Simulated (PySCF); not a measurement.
Isomers of C6H10FO (doublet state), one GFN2-xTB conformer each. Single-point energies are computed at B3LYP/pcH-1 (PySCF, gas phase, no added dispersion term), electronic only. GFN2-xTB treats the open shell by occupation alone, and not every SCF solution was tested for stability.

```
                SMILES  GFN2-xTB relative energy (kcal/mol)
  CC(=O)[CH][C@H](C)CF                                  3.7
    F[C@@H]1CCC[CH]OC1                                  0.0
     CC[C]1CO[C@@H]1CF                                 22.6
CC[C@@H]1CO[C@H]1[CH]F                                 22.2
   CO[C@@H](F)[C]1CCC1                                 17.1
         C=C[C](F)COCC                                 17.5
      CO/C(C)=C/[CH]CF                                  7.4
     C=[C][C@H](F)COCC                                 45.0
```

Conformers: `[CH3:1][C:2](=[O:3])[CH:4][C@H:5]([CH3:6])[CH2:7][F:8]` (doublet state) with C1–C2–C4–C5 -177°, C2–C4–C5–C6 -160°, C4–C5–C7–F8 63°; `[F:1][C@@H:2]1[CH2:3][CH2:4][CH2:5][CH:6][O:7][CH2:8]1` (doublet state) with F1–C2–C3–C4 174°, C2–C3–C4–C5 62°, C3–C4–C5–C6 -77°, C4–C5–C6–O7 63°; `[CH3:1][CH2:2][C:3]1[CH2:4][O:5][C@@H:6]1[CH2:7][F:8]` (doublet state) with C1–C2–C3–C4 52°, O5–C6–C7–F8 175°; `[CH3:1][CH2:2][C@@H:3]1[CH2:4][O:5][C@H:6]1[CH:7][F:8]` (doublet state) with C1–C2–C3–C4 172°, O5–C6–C7–F8 -136°; `[CH3:1][O:2][C@@H:3]([F:4])[C:5]1[CH2:6][CH2:7][CH2:8]1` (doublet state) with C1–O2–C3–F4 65°, O2–C3–C5–C6 161°; `[CH2:1]=[CH:2][C:3]([F:4])[CH2:5][O:6][CH2:7][CH3:8]` (doublet state) with C1–C2–C3–F4 1°, C2–C3–C5–O6 33°, C3–C5–O6–C7 71°, C5–O6–C7–C8 178°; `[CH3:1][O:2]/[C:3]([CH3:4])=[CH:5]/[CH:6][CH2:7][F:8]` (doublet state) with C1–O2–C3–C4 -179°, C3–C5–C6–C7 180°, C5–C6–C7–F8 4°; `[CH2:1]=[C:2][C@H:3]([F:4])[CH2:5][O:6][CH2:7][CH3:8]` (doublet state) with C1–C2–C3–F4 9°, C2–C3–C5–O6 -152°, C3–C5–O6–C7 -72°, C5–O6–C7–C8 -175°.

**Question.** What does B3LYP/pcH-1 give for the same structures?

**Answer.** 
| SMILES | B3LYP/pcH-1 E (Eh) | B3LYP/pcH-1 (kcal/mol) | GFN2-xTB (kcal/mol) | point group |
| --- | --- | --- | --- | --- |
| CC(=O)[CH][C@H](C)CF | -409.71117 | 0.0 | 3.7 | C1 |
| CO/C(C)=C/[CH]CF | -409.68764 | 14.8 | 7.4 | near Cs |
| F[C@@H]1CCC[CH]OC1 | -409.68626 | 15.6 | 0.0 | C1 |
| C=C[C](F)COCC | -409.68313 | 17.6 | 17.5 | C1 |
| CO[C@@H](F)[C]1CCC1 | -409.65906 | 32.7 | 17.1 | C1 |
| CC[C]1CO[C@@H]1CF | -409.65022 | 38.2 | 22.6 | C1 |
| CC[C@@H]1CO[C@H]1[CH]F | -409.65002 | 38.4 | 22.2 | C1 |
| C=[C][C@H](F)COCC | -409.63898 | 45.3 | 45.0 | C1 |

GFN2-xTB puts F[C@@H]1CCC[CH]OC1 lowest instead; measured from each level's own lowest isomer, the values differ by up to 16.2 kcal/mol (CC[C@@H]1CO[C@H]1[CH]F: 22.2 against 38.4). Neighbours under 5.0 kcal/mol apart (CO/C(C)=C/[CH]CF and F[C@@H]1CCC[CH]OC1; F[C@@H]1CCC[CH]OC1 and C=C[C](F)COCC; CC[C]1CO[C@@H]1CF and CC[C@@H]1CO[C@H]1[CH]F) can change places with a better method, another conformer or zero-point energy.
